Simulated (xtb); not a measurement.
xtb input (GFN2-xTB):

```bash
xtb mol.xyz --gfn 2 --ohess tight --chrg 1 --uhf 0
```
mol.xyz:
```
3

B     -0.00728721    -0.03190236    -0.01481032
H     -1.15232954     0.02881431     0.04083195
H      1.21303862     0.02524641     0.01185459
```

End of the output:

```
   ------------------------------------------------------------------------

         :::::::::::::::::::::::::::::::::::::::::::::::::::::
         ::                  THERMODYNAMIC                  ::
         :::::::::::::::::::::::::::::::::::::::::::::::::::::
         :: total free energy          -1.629205943245 Eh   ::
         ::.................................................::
         :: total energy               -1.625967271838 Eh   ::
         :: zero point energy           0.013360553495 Eh   ::
         :: G(RRHO) w/o ZPVE           -0.016599224901 Eh   ::
         :: G(RRHO) contrib.           -0.003238671407 Eh   ::
         :::::::::::::::::::::::::::::::::::::::::::::::::::::

optimized geometry written to: xtbopt.xyz

           -------------------------------------------------
          | TOTAL ENERGY               -1.625967271838 Eh   |
Note: The following floating-point exceptions are signalling: IEEE_DENORMAL
normal termination of xtb
          | TOTAL ENTHALPY             -1.608650771686 Eh   |
          | TOTAL FREE ENERGY          -1.629205943245 Eh   |
          | GRADIENT NORM               0.000032987933 Eh/α |
          | HOMO-LUMO GAP               3.070060912014 eV   |
           -------------------------------------------------

------------------------------------------------------------------------
------------------------------------------------------------------------
 total:
 SCF:
 ANC optimizer:
 analytical hessian:
```
